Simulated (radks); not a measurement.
All-electron atom: Cu in [Ar] 3d10 4s1 (the NIST ground configuration).

All-electron calculation, non-relativistic Kohn-Sham, exchange-only PBE, spin-polarised, spherical densities, point nucleus; open shells are filled with parallel spins first. Program: a radial shooting solver on a logarithmic mesh with Libxc functionals.

Energy parts (hartree):
part                   energy
total             -1638.95901
kinetic            1638.95901
electron-nucleus  -3925.51460
Hartree             713.13852
exchange            -65.54195

Orbitals (lengths in bohr, moments of r in powers of bohr; r(max) is where P^2 peaks):
[
 {"orbital": "1s up", "occ.": "1", "eigenvalue (hartree)": "-321.4385", "r(max)": "0.03488", "<r>": "0.05290"},
 {"orbital": "1s down", "occ.": "1", "eigenvalue (hartree)": "-321.4375", "r(max)": "0.03488", "<r>": "0.05290"},
 {"orbital": "2s down", "occ.": "1", "eigenvalue (hartree)": "-38.18946", "r(max)": "0.1998", "<r>": "0.2387"},
 {"orbital": "2s up", "occ.": "1", "eigenvalue (hartree)": "-38.18722", "r(max)": "0.1998", "<r>": "0.2387"},
 {"orbital": "2p down", "occ.": "3", "eigenvalue (hartree)": "-33.48042", "r(max)": "0.1595", "<r>": "0.2078"},
 {"orbital": "2p up", "occ.": "3", "eigenvalue (hartree)": "-33.47897", "r(max)": "0.1595", "<r>": "0.2078"},
 {"orbital": "3s down", "occ.": "1", "eigenvalue (hartree)": "-4.04277", "r(max)": "0.6216", "<r>": "0.7220"},
 {"orbital": "3s up", "occ.": "1", "eigenvalue (hartree)": "-4.03978", "r(max)": "0.6216", "<r>": "0.7225"},
 {"orbital": "3p down", "occ.": "3", "eigenvalue (hartree)": "-2.57979", "r(max)": "0.6227", "<r>": "0.7534"},
 {"orbital": "3p up", "occ.": "3", "eigenvalue (hartree)": "-2.57754", "r(max)": "0.6228", "<r>": "0.7545"},
 {"orbital": "3d up", "occ.": "5", "eigenvalue (hartree)": "-0.16299", "r(max)": "0.6008", "<r>": "1.069"},
 {"orbital": "4s up", "occ.": "1", "eigenvalue (hartree)": "-0.16218", "r(max)": "2.347", "<r>": "3.044"},
 {"orbital": "3d down", "occ.": "5", "eigenvalue (hartree)": "-0.15705", "r(max)": "0.5995", "<r>": "1.030"},
 {"orbital": "4s down", "occ.": "0", "eigenvalue (hartree)": "-0.12092", "r(max)": "2.330", "<r>": "3.108"}
]

The highest occupied level is 3d down at -4.273 eV. Spin moment in Bohr magnetons: 1. Summed over all electrons, <r^2> = 32.67 bohr^2, which gives a Langevin (diamagnetic) susceptibility term of -25.9 x 10^-6 cm^3/mol.
